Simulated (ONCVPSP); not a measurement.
## Transferability test, ONCV potential for nitrogen (N)

- Element: N (Z = 7)
- Generator: ONCVPSP 4.0.1
- Type: optimised norm-conserving Vanderbilt (ONCV)
- Functional: PBE
- Relativity: scalar-relativistic
- Frozen core: [He]
- Valence charge: 5
- Reference configuration: 2s2 2p3
- Partial waves: 2s: rc 0.70 bohr, ncon 3, nbas 8, qcut 9.1 1/bohr, local; 2p: rc 2.40 bohr, ncon 3, nbas 7, qcut 5.3 1/bohr, 2 projectors, debl 1.4 Ha; d scattering state at 0.25 Ha: rc 1.95 bohr, ncon 4, nbas 7, qcut 5 1/bohr, 1 projector
- Local potential: the s channel
- Core correction: Teter function, fcfact 3.75, rcfact 1.45

Energies are relative to the spin-unpolarised reference configuration 2s2 2p3; without spin polarisation the order of configurations can differ from experiment.

Problem. Give the all-electron excitation energy and the error of the potential for: 2s2 2p2; 2s2 2p1; 2s2 2p0; 2s2 2p2.5.

Solution.

```
valence configuration  charge  ΔE all-electron (eV)  error AE − PS (meV)
              2s2 2p2      +1                13.591                 +178
              2s2 2p1      +2                42.445                +1249
              2s2 2p0      +3                89.527                +4272
            2s2 2p2.5    +0.5                 5.093                  +30
```

Levels in the configuration 2s2 2p2:

| level | all-electron (eV) | pseudo (eV) |
| --- | --- | --- |
| 2s | -32.462 | -32.289 |
| 2p | -20.688 | -20.213 |
